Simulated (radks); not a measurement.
Results of a calculation; reference values are marked as such.
Isoelectronic series with 11 electrons, each ion in its NIST ground configuration. Level of theory: non-relativistic Kohn-Sham, LDA (Slater exchange, Perdew-Wang correlation), spin-polarised, spherical densities, point nucleus; open shells are filled with parallel spins first (a radial shooting solver on a logarithmic mesh with Libxc functionals). Total energies (hartree) and screening constants sigma, defined by e = -(Z - sigma)^2 / (2 n^2) hartree (* marks an orbital that is empty in some or all of the ions):

ion    configuration  E (hartree)  3p up*  3s down*  3s up  2p down  2p up  2s down
Al2+        [Ne] 3s1   -240.40178   9.552     9.135  8.971    7.850  7.844    6.877
P4+         [Ne] 3s1   -335.88417   9.317     8.878  8.726    7.715  7.707    6.812
Cl6+        [Ne] 3s1   -447.84547   9.183     8.733  8.585    7.630  7.622    6.764
K8+         [Ne] 3s1   -576.26976   9.096     8.639  8.492    7.572  7.564    6.728
Sc10+       [Ne] 3s1   -721.14957   9.034     8.571  8.425    7.530  7.522    6.700
V12+        [Ne] 3s1   -882.48086   8.988     8.521  8.375    7.498  7.489    6.678
Mn14+       [Ne] 3s1  -1060.26126   8.951     8.482  8.336    7.472  7.464    6.660
Co16+       [Ne] 3s1  -1254.48931   8.922     8.451  8.305    7.451  7.443    6.645
